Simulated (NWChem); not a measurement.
Everything below was run with NWChem. System: sulfuric acid (H2O4S), charge 0, spin multiplicity 1, at a geometry optimised with PBE/def2-SVP. Level: B2PLYP/def2-TZVP, 9 core orbitals frozen.

NWChem printed:

```
             Northwest Computational Chemistry Package (NWChem) 7.3.0
             --------------------------------------------------------

                                NWChem Input Module
                                -------------------

 Scaling coordinates for geometry "geometry" by  1.889725989
 (inverse scale =  0.529177249)

 Turning off AUTOSYM since
 SYMMETRY directive was detected!

                             Geometry "geometry" -> ""
                             -------------------------

 Output coordinates in angstroms (scale by  1.889725989 to convert to a.u.)

  No.       Tag          Charge          X              Y              Z
 ---- ---------------- ---------- -------------- -------------- --------------
    1 O                    8.0000    -0.30140400     1.23737500     0.87050400
    2 S                   16.0000     0.00000000     0.00000000    -0.17158100
    3 O                    8.0000     1.27118400     0.25250100    -0.84162900
    4 O                    8.0000    -1.27118400    -0.25250100    -0.84162900
    5 O                    8.0000     0.30140400    -1.23737500     0.87050400
    6 H                    1.0000     0.57212100     1.59532800     1.14164700
    7 H                    1.0000    -0.57212100    -1.59532800     1.14164700

 Effective nuclear repulsion energy (a.u.)     281.4230519771

            Nuclear Dipole moment (a.u.)
            ----------------------------
        X                 Y               Z
 ---------------- ---------------- ----------------
     0.0000000000     0.0000000000    -0.0000037795

      Symmetry information
      --------------------

 Group name             C2
 Group number              4
 Group order               2
 No. of unique centers     4

      Symmetry unique atoms

     1    2    3    6


 Summary of "ao basis" -> "" (spherical)
 ------------------------------------------------------------------------------
       Tag                 Description            Shells   Functions and Types
 ---------------- ------------------------------  ------  ---------------------
 *                         def2-tzvp                  on all atoms

  dft_input: which_mp2 not specified, using semidirect MP2 by default.

                                 NWChem DFT Module
                                 -----------------

 Summary of "ao basis" -> "ao basis" (spherical)
 ------------------------------------------------------------------------------
[...]
  nvloc new                   148
   1 passes of  16:        5242880                     179407                 117936851.
   1 passes of  16: M     44318088           G      144119342           F      39075208.
  mp2_memr nvloc                   148
  nvloc new                   148
   2 passes of   8:        5242880                     120231                  58994015.
   2 passes of   8: M     44318088           G      144119342           F      39075208.
  mp2_memr nvloc                   148
  nvloc new                   148
   3 passes of   6:        5242880                     105437                  44258307.
   3 passes of   6: M     44318088           G      144119342           F      39075208.
  mp2_memr nvloc                   148
  nvloc new                   148
   4 passes of   4:        5242880                      90643                  29522598.
   4 passes of   4: M     44318088           G      144119342           F      39075208.

 Semi-direct pass number   1 of   4  for RHF alpha+beta  at       18.8s
  vrange nnbf                 14642
  mp2_eaftype                   112  avail_ma_in_mb                   386
 EAF : mp2_eaftype filesize         112   14761299.
  mp2_eaf for mointskh                    112
Node 0 wrote     69.3 Mb in      0.1 s     Agg I/O rate:   542.2 Mb/s
 Done moints_semi at       40.1s
  mp2_eaftype                   112  avail_ma_in_mb                   386
 EAF : mp2_eaftype filesize         112   14761299.
  mp2_eaf for kh                   112
 Done maket at       40.5s
 Semi-direct pass number   2 of   4  for RHF alpha+beta  at       40.5s
  vrange nnbf                 14642
  mp2_eaftype                   112  avail_ma_in_mb                   386
 EAF : mp2_eaftype filesize         112   14761299.
  mp2_eaf for mointskh                    112
Node 0 wrote     69.3 Mb in      0.1 s     Agg I/O rate:   547.1 Mb/s
 Done moints_semi at       62.5s
  mp2_eaftype                   112  avail_ma_in_mb                   386
 EAF : mp2_eaftype filesize         112   14761299.
  mp2_eaf for kh                   112
 Done maket at       62.9s
 Semi-direct pass number   3 of   4  for RHF alpha+beta  at       62.9s
  vrange nnbf                 14642
  mp2_eaftype                   112  avail_ma_in_mb                   386
 EAF : mp2_eaftype filesize         112   14761299.
  mp2_eaf for mointskh                    112
Node 0 wrote     69.3 Mb in      0.1 s     Agg I/O rate:   564.5 Mb/s
 Done moints_semi at       86.0s
  mp2_eaftype                   112  avail_ma_in_mb                   386
 EAF : mp2_eaftype filesize         112   14761299.
  mp2_eaf for kh                   112
 Done maket at       86.4s
 Semi-direct pass number   4 of   4  for RHF alpha+beta  at       86.4s
  vrange nnbf                 14642
  mp2_eaftype                   112  avail_ma_in_mb                   386
 EAF : mp2_eaftype filesize         112   14761299.
  mp2_eaf for mointskh                    112
Node 0 wrote     69.3 Mb in      0.1 s     Agg I/O rate:   653.4 Mb/s
 Done moints_semi at      107.4s
  mp2_eaftype                   112  avail_ma_in_mb                   386
 EAF : mp2_eaftype filesize         112   14761299.
  mp2_eaf for kh                   112
 Done maket at      107.8s
 Done multipass loop at      107.8s

          -------------------------------------------
          DFT energy                    -699.736749725303
          Unscaled MP2 energy             -1.398133812558
          Total DFT+MP2 energy          -700.114245854694
          -------------------------------------------

 -----------------------
 Performance information
 -----------------------

 Timer overhead =  1.41D-07 seconds/call

               Nr. of calls         CPU time (s)                 Wall time (s)                GFlops
             ---------------    -------------------     ------------------------------   -------------------
Name         Min   Avg   Max    Min     Avg     Max     Min     Avg     Max   Mx/calls   Min     Max     Sum
mp2: moin     4     4     4    87.     87.     87.      87.     87.     87.     22.      0.0     0.0     0.0
mp2: make     4     4     4    1.5     1.5     1.5      1.5     1.5     1.5    0.38      0.0     0.0     0.0
mp2: tota     1     1     1    89.     89.     89.      89.     89.     89.     89.      0.0     0.0     0.0

 The average no. of pstat calls per process was 9.00D+00
 with a timing overhead of 1.27D-06s

 Task  times  cpu:      107.7s     wall:      107.7s

 Total times  cpu:      107.8s     wall:      107.8s
```

Task: Write an NWChem input that would produce this output.

Result: This is not unique; one that fits is 
```
start mol
memory heap 200 mb stack 900 mb global 1100 mb
geometry units angstroms nocenter noautoz
  O     -0.301404     1.237375     0.870504
  S      0.000000     0.000000    -0.171581
  O      1.271184     0.252501    -0.841629
  O     -1.271184    -0.252501    -0.841629
  O      0.301404    -1.237375     0.870504
  H      0.572121     1.595328     1.141647
  H     -0.572121    -1.595328     1.141647
  symmetry group C2
end
basis spherical
  * library def2-tzvp
end
dft
  xc hfexch 0.53 becke88 0.47 lyp 0.73 mp2 0.27
  dftmp2
  semidirect memsize 60000000 filesize 0
  iterations 100
end
mp2
  freeze core 9
end
task dft energy
```
